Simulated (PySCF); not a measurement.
Assignment exercise: C₂H₁₀Si₂

Molfile (atoms numbered from 1):
```
C2H10Si2
     RDKit          3D

 14 13  0  0  0  0  0  0  0  0999 V2000
    0.0793    1.4005   -0.8357 C   0  0  0  0  0  0  0  0  0  0  0  0
   -0.0400    0.2984    0.2179 C   0  0  0  0  0  0  0  0  0  0  0  0
   -1.6106   -0.7423   -0.0661 Si  0  0  0  0  0  4  0  0  0  0  0  0
    1.5516   -0.7462    0.2887 Si  0  0  0  0  0  4  0  0  0  0  0  0
   -0.8056    2.0368   -0.8411 H   0  0  0  0  0  0  0  0  0  0  0  0
    0.1893    0.9735   -1.8310 H   0  0  0  0  0  0  0  0  0  0  0  0
    0.9464    2.0328   -0.6463 H   0  0  0  0  0  0  0  0  0  0  0  0
   -0.1490    0.7855    1.1936 H   0  0  0  0  0  0  0  0  0  0  0  0
   -2.7829    0.1403   -0.0931 H   0  0  0  0  0  0  0  0  0  0  0  0
   -1.5170   -1.4404   -1.3508 H   0  0  0  0  0  0  0  0  0  0  0  0
   -1.7666   -1.7134    1.0183 H   0  0  0  0  0  0  0  0  0  0  0  0
    1.4590   -1.7197    1.3775 H   0  0  0  0  0  0  0  0  0  0  0  0
    2.7007    0.1339    0.5275 H   0  0  0  0  0  0  0  0  0  0  0  0
    1.7446   -1.4402   -0.9865 H   0  0  0  0  0  0  0  0  0  0  0  0
  1  2  1  0
  2  3  1  0
  2  4  1  0
  1  5  1  0
  1  6  1  0
  1  7  1  0
  2  8  1  0
  3  9  1  0
  3 10  1  0
  3 11  1  0
  4 12  1  0
  4 13  1  0
  4 14  1  0
M  END
```

Calculated, not measured (PySCF 2.14.0 with density-fitted response routines): shieldings: GIAO PBE0/pcSseg-1, geometry: GFN2-xTB. Relativity neglected, no solvent model, single conformer, rapidly exchanging positions averaged.

Shifts are taken against calculated references (same method and geometry level): TMS for 13C (186.93 ppm), 1H (31.72 ppm).

Question: Assign these signals to the numbered atoms. 13C{1H} NMR (computed): δ 16.6 (CH3), -2.8 (CH).

Answer: 
```tsv
δ (ppm)	atoms	environment	reason
16.6	C1	methyl carbon	aliphatic region, no heteroatom directly attached
-2.8	C2	sp3 CH bonded to 2 Si	an electropositive neighbour leaves it electron-rich and shielded
```

Question: Assign these signals to the numbered atoms. 1H NMR (600 MHz, computed): δ 3.90 (d, 6H), 1.32 (d, 3H), 0.30 (m, 1H).

Answer: 
```tsv
δ (ppm)	atoms	environment	reason
3.90	H9/H10/H11/H12/H13/H14	hydrogen on a silicon bonded to C	–
1.32	H5/H6/H7	hydrogen on a methyl carbon	–
0.30	H8	hydrogen on an sp3 CH bonded to 2 Si	an electropositive neighbour shields it, as in TMS itself
```

Shifts are as computed. Against solution values, carbons near 30 ppm lie about +3 ppm off and those near 130 ppm about +5 ppm. Of 1211 compounds with measured shifts, 218 miss one by over three times the rms of a fit or turn the order of signals round; such compounds aren't used in these exercises. Multiplicities follow the n + 1 count of equivalent neighbours, as no J values were calculated; m marks all less simple cases, F and P coupling included.
